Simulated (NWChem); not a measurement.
System: CH4AlCl; SMILES [CH3][AlH][Cl]

NWChem input:

```
start job
memory heap 200 mb stack 900 mb global 1100 mb
geometry units angstroms noautoz
  Al    -0.599324     0.464664    -0.000693
  H     -2.181650     0.451269    -0.000876
  Cl     0.327219    -1.450684     0.000586
  C      0.540761     2.051441    -0.001238
  H      1.199965     2.066217    -0.878558
  H      1.193829     2.070835     0.880638
  H     -0.047910     2.976172    -0.005565
end
basis spherical
  Al library sto-3g
  H library sto-3g
  Cl library sto-3g
  C library sto-3g
end
dft
  xc pbe0
  iterations 150
  mulliken
end
task dft energy
```

The geometry was optimised at B3LYP/6-31G* (spherical d).

Q: What results follow from this input? (PBE0/STO-3G.) Quantities: basis functions; energy (Ha); highest occupied level (eV); orbital gap (eV); dipole (D).

A: 
```
Property                       Value
---------------------------  -------
number of basis functions         27
energy (Ha)                  -734.53
highest occupied level (eV)    -5.71
orbital gap (eV)                9.19
dipole (D)                      2.99
```
